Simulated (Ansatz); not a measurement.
Basis sets compared for n-GeSiGeSiH10 (Si2Ge2H10). Charge 0, multiplicity 1. Geometry PBE-D4/def2-SVP. Ansatz on 4 threads of Intel Xeon on a shared host; times are rough, and most runs start from earlier orbitals.

```xyz
14

Ge   -1.117    0.225    2.127
Ge    1.332    0.365   -0.920
Si    0.924   -0.636    1.219
Si   -0.543   -0.038   -2.353
H    -2.302   -0.119    1.186
H    -1.414   -0.371    3.529
H    -1.037    1.770    2.257
H     0.802   -2.129    1.046
H     2.064   -0.363    2.166
H     1.530    1.897   -0.741
H     2.629   -0.209   -1.556
H    -1.773    0.594   -1.758
H    -0.318    0.535   -3.727
H    -0.777   -1.521   -2.476
```

Another isomer (singlet) lies 0.11 eV lower at PBE0-D4/def2-TZVP; other spin states weren't run for this one.

Binding counts from free atoms (Ge triplet, Si triplet, H doublet) in the same basis, without a counterpoise term.

```json
{"level": "PBE-D4/def2-SVP", "functions": "150", "energy (Eh)": "-4737.3474", "HOMO (eV)": "-6.79", "LUMO (eV)": "-0.86", "binding per atom (eV)": "2.78", "wall time": "1.4 s"}
{"level": "PBE0-D4/def2-SVP", "functions": "150", "energy (Eh)": "-4737.5297", "HOMO (eV)": "-7.84", "LUMO (eV)": "-0.08", "binding per atom (eV)": "2.78", "wall time": "2.4 s"}
```

Q: Estimate the rows for PBE-D4/def2-TZVP (with forces), PBE0-D4/def2-TZVP.

A: 
```csv
level,functions,energy (Eh),HOMO (eV),LUMO (eV),binding per atom (eV),wall time
PBE-D4/def2-TZVP (with forces),230,-4738.0780,-6.78,-1.06,2.78,2.6 s
PBE0-D4/def2-TZVP,230,-4738.2551,-7.80,-0.25,2.79,4.2 s
```
